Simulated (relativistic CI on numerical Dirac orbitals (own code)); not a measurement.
Calculated at this level of theory: Dirac-Coulomb-Breit CI, KLI orbitals optimised for each configuration, a model potential for QED, unscaled Slater integrals (own radial code, finite nucleus).

CI space (outside the closed core 1s2): 2s2 2p6, 2s2 2p5 3s, 2s2 2p5 3p, 2s2 2p5 3d, 2s 2p6 3s, 2s 2p6 3p, 2s 2p6 3d, 2s2 2p5 4s, 2s2 2p5 4p, 2s2 2p5 4d, 2s2 2p5 4f, 2s2 2p5 5s, 2s2 2p4 3s2, 2s2 2p5 5p, 2s2 2p5 5d, 2s2 2p5 5f, 2s2 2p5 5g, 2s 2p6 4s, 2s2 2p4 3s 3p, 2s 2p6 4p, 2s 2p6 4d, 2s2 2p4 3p2, 2s 2p6 4f, 2s2 2p4 3s 3d, 2s2 2p4 3p 3d, 2s 2p5 3s2, 2s 2p6 5s, 2s 2p5 3s 3p, 2s2 2p4 3d2, 2s 2p6 5p, 2s 2p6 5d, 2s 2p6 5f, 2s 2p6 5g, 2s 2p5 3p2, 2s 2p5 3s 3d, 2s 2p5 3p 3d. Levels of other configurations are missing.

At this charge energies of transitions that change n are usually good to better than 1 %, and those within a shell (Δn = 0) to a few per cent.

Outline of the computed level scheme of V XIV. Lowest level of each configuration: 2s2 2p6 1S_0 at 0.000 eV; 2s2 2p5 3s 3P°_2 at 518.693 eV; 2s2 2p5 3p 3S_1 at 543.053 eV; 2s2 2p5 3d 3P°_0 at 581.320 eV; 2s 2p6 3s 3S_1 at 630.991 eV; 2s 2p6 3p 3P°_0 at 658.193 eV; 2s 2p6 3d 3D_1 at 694.343 eV; 2s2 2p5 4s 3P°_2 at 697.357 eV; 2s2 2p5 4p 3S_1 at 707.430 eV.

Some strong electric-dipole decays among the lowest 45 levels: 2s2 2p5 3d 1P°_1 → 2s2 2p6 1S_0 (1.3e+13 s⁻¹); 2s 2p6 3p 1P°_1 → 2s2 2p6 1S_0 (1.9e+12 s⁻¹); 2s2 2p5 3d 3D°_1 → 2s2 2p6 1S_0 (1.8e+12 s⁻¹); 2s2 2p5 3s 1P°_1 → 2s2 2p6 1S_0 (5.1e+11 s⁻¹); 2s2 2p5 3s 3P°_1 → 2s2 2p6 1S_0 (4.6e+11 s⁻¹); 2s2 2p5 4s 1P°_1 → 2s2 2p6 1S_0 (1.8e+11 s⁻¹); 2s 2p6 3p 3P°_1 → 2s2 2p6 1S_0 (1.3e+11 s⁻¹); 2s2 2p5 4s 3P°_1 → 2s2 2p6 1S_0 (1.3e+11 s⁻¹).

LS names give the leading component of a level, which can be under half, so a name can repeat, a term be missing and a line seem to break the LS rules.
